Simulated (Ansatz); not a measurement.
`O[SiH2][SiH](F)F` + `N[Si](O)(Cl)Cl` → `O[SiH2]N[Si](O)(Cl)Cl` + `F[SiH2]F`  (cleavage of the Si–Si bond)

Calculated with Ansatz (gas phase, PBE0-D4/def2-TZVP geometries, no zero-point term in ΔE). CBS: MP2 limit from def2 TZ/QZ plus the TZ coupled-cluster correction, frozen cores. This one scheme is used for every species. DFT in def2-TZVPP. B3LYP here is the variant with VWN-RPA as its local correlation; programs differ in this. Each species was taken in one conformer, which may not be the lowest.

Problem. Is it downhill or uphill in electronic energy at CCSD(T)/CBS, and by how much? (An estimate is asked.)

Solution. Computed: Downhill: ΔE = -103.1 kJ/mol.

Problem. What do these levels give: r2SCAN-D4, ωB97X-V, PBE, B3LYP, SCS-MP2/def2-QZVPP, CCSD/CBS(def2)? (Best estimate.)

Solution. Ansatz gave: r2SCAN-D4 -95.1, ωB97X-V -96.0, PBE -74.0, B3LYP -89.9, SCS-MP2/def2-QZVPP -110.7, CCSD/CBS(def2) -102.7 kJ/mol.

Largest T1 diagnostic among the species: 0.012.

From PBE to PBE0 (25 % exact exchange), in def2-TZVPP and without D4, ΔE moves by −8.9 kJ/mol. The D4 term adds −7.3 kJ/mol with B3LYP and −4.3 kJ/mol with PBE0; it sums over pairs of atoms, weighted by their polarisabilities, and B3LYP, whose exchange is more repulsive, gets the larger term.
